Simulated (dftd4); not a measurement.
FIn, singlet, at a GFN2-xTB geometry (such geometries of metal compounds can be far from the true shape); dftd4 with D4 for blyp.

Input for dftd4:
```
$ dftd4 mol.xyz --func blyp --charge 0 --json dftd4.json --noedisp

# file mol.xyz
2

In    -0.00000000    -0.00000000    -0.31421463
F      0.00000000     0.00000000     1.71072408
```

Output, abridged:

```
                    ____  _____ _____     ____  _  _
      -------------|  _ \|  ___|_   _|---|  _ \| || |------------
     |             | | | | |_    | | ___ | | | | || |_           |
     |             | |_| |  _|   | ||___|| |_| |__   _|          |
     |             |____/|_|     |_|     |____/   |_|            |
     |             ===================================           |
     |            E. Caldeweyher, S. Ehlert & S. Grimme          |
     |          Mulliken Center for Theoretical Chemistry        |
     |                    University of Bonn                     |
      -----------------------------------------------------------

Rational (Becke-Johnson) damping: blyp-D4-ATM
---------------------
  s6         1.0000
  s8         2.3408
  s9         1.0000
  a1         0.4449
  a2         4.0933
 alp        16.0000
--------------------

Dispersion energy:      -1.6847749182427E-03 Eh

[Info] JSON dump of results written to 'dftd4.json'
```
